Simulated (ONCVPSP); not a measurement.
**Which change was made? (Ho, ONCV)**

ONCVPSP 4.0.1 input, shortened (lines: element, Z, core and valence counts, functional; n l f; lmax; l rc ep ncon nbas qcut; lloc lpopt rc5 dvloc0; l nproj debl; icmod fcfact rcfact), PBE, scalar-relativistic:

```
  Ho 67.00    9    5        4      upf
    1    0    2.00
    2    0    2.00
    2    1    6.00
    3    0    2.00
    3    1    6.00
    3    2   10.00
    4    0    2.00
    4    1    6.00
    4    2   10.00
    4    3   11.00
    5    0    2.00
    5    1    6.00
    6    0    1.50
    6    1    0.50
    3
    0    2.35    0.00    3    7    4.30
    1    2.60    0.00    5    8    5.40
    2    2.70    0.11    3    6    3.10
    3    0.95    0.00    3    6   19.80
    4    5    0.90    2.00
    0    2    1.80
    1    2    1.70
    2    2    2.40
    3    1    3.40
    3    2.25    1.75
```

In the d channel the program set the typed energies aside and used 0.050, 2.450 Ha.

Cutoffs, loose and tight: the cutoffs (Ha) at which the residual kinetic energy of the hardest occupied pseudo-wave falls to 1 and 0.1 mHa per electron. They do not see the model core or the augmentation charge, which bear on the density cutoff. Test errors are all-electron minus pseudo excitation energies from the reference, over the configurations 4f11 5s2 5p6 6s2 6p0; 4f11 5s2 5p6 6s1 6p0; 4f11 5s2 5p6 6s0 6p0; 4f11 5s2 5p6 6s1.5 6p0; variants that change the core or the reference have their own tests.

The base gives: outcome: generated, projector energies reset by the program; cutoff, loose: 146 Ha; cutoff, tight: 164 Ha; bound ghosts: s; GHOST(+) flags above zero: p, d; largest test error (meV): tests left out (the all-electron energies of this program are off by 10 to 40 meV for near-neutral 4f atoms).

(1) After one change the result is: outcome: generated, projector energies reset by the program; cutoff, loose: 168 Ha; cutoff, tight: 187 Ha; bound ghosts: s, p; GHOST(+) flags above zero: d; largest test error (meV): tests left out (the all-electron energies of this program are off by 10 to 40 meV for near-neutral 4f atoms). Which change was it?
A. all radii but the core radius scaled by about 1.33 (s 3.14, p 3.46, d 3.60, f 1.26 bohr); local potential polynomial inside 1.20 bohr (lpopt 5, dvloc0 2 Ha)
B. all radii but the core radius scaled by about 0.85 (s 2.00, p 2.22, d 2.30, f 0.82 bohr); local potential polynomial inside 0.76 bohr (lpopt 5, dvloc0 2 Ha)
C. all radii but the core radius scaled by about 1.14 (s 2.68, p 2.96, d 3.08, f 1.08 bohr); local potential polynomial inside 1.02 bohr (lpopt 5, dvloc0 2 Ha)

Answers

(1) B. The others give: all radii but the core radius scaled by about 1.14 (s 2.68, p 2.96, d 3.08, f 1.08 bohr); local potential polynomial inside 1.02 bohr (lpopt 5, dvloc0 2 Ha) → outcome: generated, projector energies reset by the program; cutoff, loose: 119 Ha; cutoff, tight: 131 Ha; bound ghosts: s; GHOST(+) flags above zero: d; largest test error (meV): tests left out (the all-electron energies of this program are off by 10 to 40 meV for near-neutral 4f atoms) | all radii but the core radius scaled by about 1.33 (s 3.14, p 3.46, d 3.60, f 1.26 bohr); local potential polynomial inside 1.20 bohr (lpopt 5, dvloc0 2 Ha) → outcome: generated, projector energies reset by the program; cutoff, loose: 89 Ha; cutoff, tight: 98 Ha; bound ghosts: none; GHOST(+) flags above zero: s, p, d; largest test error (meV): tests left out (the all-electron energies of this program are off by 10 to 40 meV for near-neutral 4f atoms).
